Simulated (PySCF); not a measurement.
**Adding and removing an electron: SbH**

UHF-CCSD(T); Sb def2-TZVPPD with ECP28, H def2-TZVPPD; scalar-relativistic core potentials (PySCF 2.14). Neutral (UHF): triplet (π ↑↑), Re = 1.707 Å, ωe = 1937 cm⁻¹, De = 2.55 eV.

SbH⁺ (UHF): doublet (π ↑), Re = 1.701 Å, ωe = 2000 cm⁻¹, De = 2.74 eV to Sb⁺ + H. The energies at the minima are -240.15615 hartree for SbH and -239.83033 for SbH⁺.

**Question.** Work out the adiabatic ionisation energy, without and with harmonic zero-point energies (1 hartree = 27.2114 eV, 1 eV = 8065.5 cm⁻¹), and the change of the bond length.

**Answer.** At UHF-CCSD(T): 0.32582 hartree = 8.866 eV between the minima; the zero-point term (2000.0 − 1937.0)/2 cm⁻¹ = +0.004 eV makes it 8.870 eV. Re changes by -0.6 pm against the neutral. The electron leaves a π orbital, which is non-bonding in a hydride.

SbH⁻ (UHF): doublet (π ↑), Re = 1.725 Å, ωe = 1826 cm⁻¹. The energies at the minima are -240.15615 hartree for SbH and -240.18873 for SbH⁻.

**Question.** Work out the adiabatic electron affinity, without and with harmonic zero-point energies (1 hartree = 27.2114 eV, 1 eV = 8065.5 cm⁻¹), and the change of the bond length.

**Answer.** At UHF-CCSD(T): 0.03258 hartree = 0.887 eV between the minima; the zero-point term (1937.0 − 1826.0)/2 cm⁻¹ = +0.007 eV makes it 0.893 eV. Re changes by +1.8 pm against the neutral. The electron enters a π orbital, which is non-bonding in a hydride.

Correlated steps freeze 4 core orbitals. Spin–orbit coupling is left out, which matters for elements this heavy, above all for dissociation energies. For an ion De counts to the pair picked by the measured ionisation energies or electron affinities, which need not be the lowest pair at this level. States were picked by a PBE0 search and need not be the measured ground states.
